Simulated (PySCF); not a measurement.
## C8H14N2: full NMR table

```yaml
Formula: C8H14N2
SMILES: C=CC1=NN(C(C)C)CC1
InChI: InChI=1S/C8H14N2/c1-4-8-5-6-10(9-8)7(2)3/h4,7H,1,5-6H2,2-3H3
Point_group_of_the_computed_structure: C1
Degrees_of_unsaturation: 3
Carbon_signals: 7
Proton_signals: 7
```

Numbering as in the mapped SMILES `[CH2:1]=[CH:2][C:3]1=[N:4][N:5]([CH:6]([CH3:7])[CH3:8])[CH2:9][CH2:10]1` (H(Xn): hydrogen on atom n). Ha(C1) is cis to C3; Hb(C1) is trans to C3.

PySCF 2.14.0 with density-fitted response routines calculation with GFN2-xTB structure and PBE0/pcSseg-1 with gauge-including orbitals; equivalent nuclei averaged, isolated molecule, non-relativistic Hamiltonian, one computed conformer.

Scale: ¹H and ¹³C vs TMS; ¹⁵N vs NH3 (reference shieldings calculated alike).

| carbon | δC, type | δH (multiplicity) | HMBC from (2–3 bonds) | span of the C tensor (ppm) |
| --- | --- | --- | --- | --- |
| C1 | 115.6, CH2 | Ha(C1) 5.00 (m); Hb(C1) 5.29 (m) | H(C2) | 200 |
| C2 | 139.6, CH | 6.99 (m) | Hb(C1), Ha(C1), H(C10) | 225 |
| C3 | 146.7, C | – | H(C2), Hb(C1), Ha(C1), H(C9), H(C10) | 140 |
| C6 | 54.0, CH | 3.12 (sept) | H(C9), H(C7)/H(C8) | 45 |
| C7/C8 | 21.2, CH3 | 1.24 (d) | H(C6), H(C7)/H(C8) | 38 |
| C9 | 51.7, CH2 | 3.55 (m) | H(C6), H(C10) | 74 |
| C10 | 32.6, CH2 | 2.89 (m) | H(C2), H(C9) | 43 |

Other nuclei:
```tsv
atoms	nucleus	environment	δ (ppm)	σ (ppm)
N4	¹⁵N	imine nitrogen	389.1	-121.3
N5	¹⁵N	nitrogen bonded to O or N	165.6	102.2
```

Carbon types of the structure: 1 × C, 2 × CH, 3 × CH2, 2 × CH3, which accounts for all hydrogens. δC 146.7: C=N carbon. δC 139.6: alkene CH; an sp2 carbon of a C=C bond. δC 115.6: terminal =CH2 carbon; the olefinic region. δC 32.6: sp3 CH2 in a ring; a saturated carbon with 2 carbon neighbours and no heteroatom attached. δC 21.2: methyl carbon; saturated and bonded to C and H only.

Shifts are as computed. Against solution values, carbons near 30 ppm lie about +3 ppm off and those near 130 ppm about +5 ppm. Of 1211 compounds with measured shifts, 218 miss one by over three times the rms of a fit or turn the order of signals round; such compounds aren't used in these exercises. Experimental scales use liquid or dissolved standards, which lie at an offset from isolated NH3 (liquid NH3: subtract about 20 ppm). Unscaled 15N shifts of sp2 nitrogen come out 20 to 40 ppm too high even then. No couplings were computed; multiplicities are counted from neighbouring protons, with m where these are inequivalent, close in shift, in a saturated or five-membered ring or joined by F or P, and br s for small geminal =CH2 splittings.
